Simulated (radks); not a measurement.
Charge is removed step by step from the 4s down level of neutral indium, starting from [Ar] 3d10 4s(up 1, down 1) 4p6 4d10 5s2 5p1. Method: scalar-relativistic Kohn-Sham, PBE, spin-polarised, spherical densities, point nucleus; open shells are filled with parallel spins first (spin-orbit coupling, left out, can overturn this in heavy ions); computed with a radial shooting solver on a logarithmic mesh with Libxc functionals.

removed (e)  E - E(0) (eV)  eigenvalue (eV)  E minus straight line (eV)
0                    0.000          -119.60                       0.000
0.1                 12.026          -121.04                      -0.688
0.2                 24.199          -122.51                      -1.231
0.3                 36.519          -124.01                      -1.624
0.4                 48.992          -125.54                      -1.866
0.5                 61.618          -127.10                      -1.954
0.6                 74.402          -128.67                      -1.886
0.7                 87.344          -130.28                      -1.658
0.8                 100.45          -131.90                      -1.269
0.9                 113.71          -133.54                      -0.717
1                   127.15          -135.20                       0.000

Removing the whole electron costs 127.15 eV by Delta-SCF, against 119.60 eV from minus the eigenvalue at the starting occupation. Slater's transition state (half an electron removed) gives 127.10 eV. Integrating minus the eigenvalue over the occupation (Janak's theorem) gives 127.20 eV. In this scalar-relativistic scheme the density is built from large components alone, so the theorem holds only approximately. The mean slope of the eigenvalue, de/dn, is 15.6 eV per electron.
